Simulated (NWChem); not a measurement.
System: C2H8BeN2; SMILES C[N](C)[Be][NH2]

```xyz
13

Be     0.0002    -1.0166    -0.0001
N      0.0005    -2.5191     0.0001
H      0.0013    -3.1089     0.8252
H     -0.0001    -3.1092    -0.8248
N      0.0000     0.4917    -0.0003
C      1.2006     1.2871    -0.0013
C     -1.2009     1.2867     0.0002
H      1.2656     1.9459    -0.8915
H      1.2659     1.9473     0.8879
H      2.0978     0.6478    -0.0009
H     -1.2654     1.9468     0.8895
H     -1.2671     1.9457    -0.8899
H     -2.0979     0.6472     0.0015
```
Atoms are numbered in this order, from 1.

Coordinates come from a PBE0/def2-SVP optimisation.

Q: Give the principal values of the shielding tensors (ppm) of Be1, N2, N5, C6 from B3LYP/6-31G* (spherical d), GIAO (NWChem), with their diamagnetic and paramagnetic parts as GIAO splits them.

A: 
```csv
atom,σ11,σ22,σ33,isotropic,diamagnetic,paramagnetic
Be1,78.5,80.7,148.3,102.5,157.7,-55.2
N2,219.8,243.3,269.1,244.1,312.7,-68.7
N5,160.6,237.5,253.0,217.0,306.5,-89.5
C6,128.3,136.3,184.2,149.6,248.8,-99.2
```
